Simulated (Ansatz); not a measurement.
Stepwise reaction of `C#[C][SnH2][Cl]` with hydrogen chloride, as a gas-phase model of exchange steps in deposition or etching. ΔE in kJ/mol.

Calculated with Ansatz (gas phase, PBE0-D4/def2-TZVP geometries, no zero-point term in ΔE). CCSD(T)/CBS adds triple-zeta CCSD(T) − MP2 to the extrapolated MP2 energy (def2 sets, frozen cores). This one scheme is used for every species. Functionals use def2-TZVPP. B3LYP here is the variant with VWN-RPA as its local correlation; programs differ in this. def2 core potentials past Kr. For Sn outer-core shells are correlated without core-valence functions, which leaves a few kJ/mol of doubt a bond.

```tsv
step	reaction	PBE-D4	B3LYP-D4	ωB97M-V	CCSD(T)/CBS
1	`C#[C][SnH2][Cl]` + HCl → `C#[C][SnH]([Cl])[Cl]` + H₂	-68.4	-69.7	-66.4	-71.4
2	`C#[C][SnH]([Cl])[Cl]` + HCl → `C#[C][Sn]([Cl])([Cl])[Cl]` + H₂	-61.5	-62.7	-59.2	-63.8
```

By hand: ΔE of the 2 steps together at CCSD(T)/CBS.

(-71.4) + (-63.8) = -135.2 kJ/mol, or -67.6 kJ/mol a step.

In ΔE each step is higher than the one before. All are downhill at CCSD(T)/CBS. PBE-D4 differs from CCSD(T)/CBS by 2.3 to 3.0 kJ/mol a step. Isolated molecules leave out the surface, adducts and barriers. Largest T1 diagnostic: 0.013.
